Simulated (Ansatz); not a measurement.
Cost and result for the atomization energy of `[CH3][AlH][S][SiH3]` (11 atoms, 10 bonds).

Cartesian coordinates in Å:
```
C -0.286 0.316 -1.650
Al -1.101 -1.059 -0.541
S -0.568 -1.269 1.574
Si 0.866 0.299 1.769
H -0.590 0.214 -2.695
H -0.579 1.316 -1.313
H 0.806 0.278 -1.609
H -2.182 -2.099 -1.044
H 0.286 1.619 1.409
H 1.290 0.326 3.190
H 2.057 0.060 0.912
```

Total charge 0; spin multiplicity 1. The structure was optimised at the PBE0-D4/def2-TZVP level. It is one conformer, not always the lowest. Program: Ansatz. All runs use 4 threads of an Intel Xeon Platinum 8488C on a shared host. Times are those of one run each, without the atoms' runs, and a repeat can differ threefold. Electronic energies, without spin–orbit coupling; frozen cores. CCSD(T)/CBS adds CCSD(T) − MP2 in def2-TZVPP to the MP2 limit, and its time is that of the two runs behind it. T1 = 0.011. B3LYP takes the VWN-RPA correlation (the form of Gaussian; ORCA's B3LYP/G).

CCSD(T)/CBS is a level of theory with its own doubt, some kJ/mol a heavy atom from the limit and from the frozen cores, so smaller differences don't rank the functionals.

| level | functions | wall time | atomization (kJ/mol) | difference from CCSD(T)/CBS | per bond |
| --- | --- | --- | --- | --- | --- |
| PBE-D4/def2-TZVPP (with forces) | 255 | 3.2 s | 3515.5 | -20.2 | -2.0 |
| PBE0-D4/def2-TZVPP | 255 | 4.4 s | 3503.3 | -32.4 | -3.2 |
| r2SCAN-D4/def2-TZVPP (with forces) | 255 | 5.5 s | 3540.6 | 4.9 | 0.5 |
| B3LYP-D4/def2-TZVPP (with forces) | 255 | 6.5 s | 3517.2 | -18.5 | -1.8 |
| B2PLYP/def2-TZVPP | 255 | 6.5 s | 3474.8 | -60.9 | -6.1 |
| ωB97X-V/def2-TZVPP | 255 | 9 s | 3551.8 | 16.1 | 1.6 |
| ωB97M-V/def2-TZVPP (with forces) | 255 | 12 s | 3542.2 | 6.5 | 0.7 |
| MP2/def2-QZVPP | 477 | 30 s | 3505.2 | -30.5 | -3.0 |
| CCSD(T)/def2-TZVPP | 255 | 91 s | 3444.8 | -90.9 | -9.1 |
| CCSD(T)/CBS(def2) | – | 2 min | 3535.7 | 0.0 | 0.0 |

In def2-TZVPP, CCSD(T) changes the Hartree–Fock value by +752.6 kJ/mol (the triples alone add +38.3 kJ/mol) and MP2 by +759.4 kJ/mol; breaking electron pairs costs correlation energy, which Hartree–Fock lacks. The D4 term adds +41.4 kJ/mol with B3LYP and +22.0 kJ/mol with PBE0; it sums over pairs of atoms, weighted by their polarisabilities, and B3LYP, whose exchange is more repulsive, gets the larger term. From PBE to PBE0 (25 % exact exchange), in def2-TZVPP and without D4, the atomization energy moves by −8.5 kJ/mol: exact exchange takes away binding that semilocal exchange gives to molecules.
